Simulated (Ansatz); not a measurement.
Reaction (redistribution): `CO[SiH2]S[SiH2]O` + `[SiH3][SiH2]Cl` → `CO[SiH2][SiH3]` + `O[SiH2]S[SiH2]Cl`

Isolated molecules relaxed with PBE0-D4/def2-TZVP in Ansatz; ΔE leaves out vibrations. CCSD(T)/CBS adds triple-zeta CCSD(T) − MP2 to the extrapolated MP2 energy (def2 sets, frozen cores). Functionals use def2-TZVPP. Each species was taken in one conformer, which may not be the lowest.

```tsv
level	ΔE (eV)
ωB97M-V	0.20
PBE0	0.17
CCSD(T)/def2-TZVPP	0.20
CCSD/CBS(def2)	0.17
```

Problem. What does CCSD(T)/CBS give? (Estimate.)

Solution. The calculation gave: +0.19 eV. The listed levels differ from it by 0.01, -0.02, 0.01, -0.02 eV.

Largest T1 diagnostic among the species: 0.012.

In def2-TZVPP, CCSD(T) changes the Hartree–Fock value by +0.09 eV (the triples alone add +0.02 eV) and MP2 by +0.09 eV. The D4 term adds +0.04 eV with B3LYP and +0.02 eV with PBE0; it sums over pairs of atoms, weighted by their polarisabilities, and B3LYP, whose exchange is more repulsive, gets the larger term.

B3LYP here is the variant with VWN-RPA as its local correlation; programs differ in this.
